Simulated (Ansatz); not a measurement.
**Strength of the Ga–C bond: C3H8ClGa → C2H5ClGa + CH3**

Species: C3H8ClGa `C[CH2][Ga]([CH3])[Cl]`, singlet; C2H5ClGa `C[CH2][Ga][Cl]`, doublet; CH3 (methyl radical) `[CH3]`, doublet. 

Shapes, held fixed at every level: PBE0-D4/def2-TZVP. Flexible molecules stand in one conformer, not always the lowest. Programs: Ansatz 0.2.0. Electronic energies: no zero-point or thermal term.

Question: Estimate ΔE of this reaction.

Answer: The highest level, CCSD(T)/def2-TZVPP, gives ΔE = +328.6 kJ/mol; the levels span +225.1 to +372.5. The column of differences is taken from that level and isn't an error. Hartree–Fock misses the correlation of the pair that is broken and comes out low. No measured value is set beside it here. Open shells run unrestricted. Relativity is left out for Ga. Outer-core shells of Ga are correlated, in sets that cover them unevenly.

```
               level                   kind  ΔE (kJ/mol)  less CCSD(T)/def2-TZVPP
      MP2/def2-TZVPP    perturbation theory       +344.5                    +15.9
         HF/def2-SVP           Hartree–Fock       +225.1                   -103.5
    SPW92/def2-TZVPP                    LDA       +372.5                    +43.9
r2SCAN-D4/def2-TZVPP               meta-GGA       +300.5                    -28.1
  PBE0-D4/def2-TZVPP          global hybrid       +317.4                    -11.2
    CCSD(T)/def2-SVP  coupled cluster or CI       +317.9                    -10.7
  CCSD(T)/def2-TZVPP  coupled cluster or CI       +328.6                      0.0
```
